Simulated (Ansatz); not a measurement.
`CC(F)([SiH3])[SiH3]` + SiH₄ → `FC([SiH3])([SiH3])[SiH3]` + CH₄  (formal exchange of groups at a C–C bond)

Computed with Ansatz on PBE0-D4/def2-TZVP structures; ΔE is electronic, products minus reactants. CCSD(T)/CBS is the MP2 limit (def2-TZVPP, def2-QZVPP) plus CCSD(T) − MP2 in def2-TZVPP, frozen cores. This one scheme is used for every species. Functionals use def2-TZVPP. B3LYP here is the variant with VWN-RPA as its local correlation; programs differ in this.

(1) Is it downhill or uphill in electronic energy at CCSD(T)/CBS, and by how much? (Estimate.)

(2) What do these levels give: B3LYP-D4, B2PLYP, MP2/def2-TZVPP, CCSD(T)/def2-TZVPP, HF/def2-QZVPP, SCS-MP2/def2-QZVPP? (Estimate.)

Largest T1 diagnostic among the species: 0.013.

## Answers

(1) The calculation gave: Downhill: ΔE = -35.5 kJ/mol.

(2) Ansatz gave: B3LYP-D4 -37.0, B2PLYP -32.9, MP2/def2-TZVPP -35.0, CCSD(T)/def2-TZVPP -32.7, HF/def2-QZVPP -24.0, SCS-MP2/def2-QZVPP -33.5 kJ/mol.

The D4 term adds −5.7 kJ/mol with B3LYP and −3.1 kJ/mol with PBE0; it sums over pairs of atoms, weighted by their polarisabilities, and B3LYP, whose exchange is more repulsive, gets the larger term. In def2-TZVPP, CCSD(T) changes the Hartree–Fock value by −8.9 kJ/mol (the triples alone add −1.7 kJ/mol) and MP2 by −11.1 kJ/mol.
